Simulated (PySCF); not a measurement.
How methods differ on the ionisation energy of Dy³⁸⁺

Dy³⁸⁺ [Ar] 3d10 → Dy³⁹⁺ [Ar] 3d9 [3d3/2^4 3d5/2^5, M_J = 5/2], as a difference of total energies. Calculation: PySCF 2.14, in an uncontracted even-tempered set (16 s from 7.7 bohr⁻², ratio 2.8; 13 p from 10 bohr⁻², ratio 2.8; 8 d from 10 bohr⁻², ratio 2.8; 3 f from 40 bohr⁻², ratio 3); the two-component X2C-1e Hamiltonian. Correlated levels: [Ne] frozen; the 80 highest virtual spinors dropped. "Screened" scales the spin-orbit matrix elements by Boettger's factors to mimic the two-electron term; Breit and QED terms are absent.

```csv
method,ionisation energy (eV)
GHF (spin-free),2899.5
GMP2 (spin-free),2900.9
GHF (screened spin-orbit),2883.8
GMP2 (screened spin-orbit),2885.1
```

Breit and QED terms and the two-electron picture change are absent.

The spin-free rows lack the spin-orbit shift.

For comparison: 2882 ± 4 eV (theoretical estimate listed by NIST; NIST Atomic Spectra Database, ionization energies).
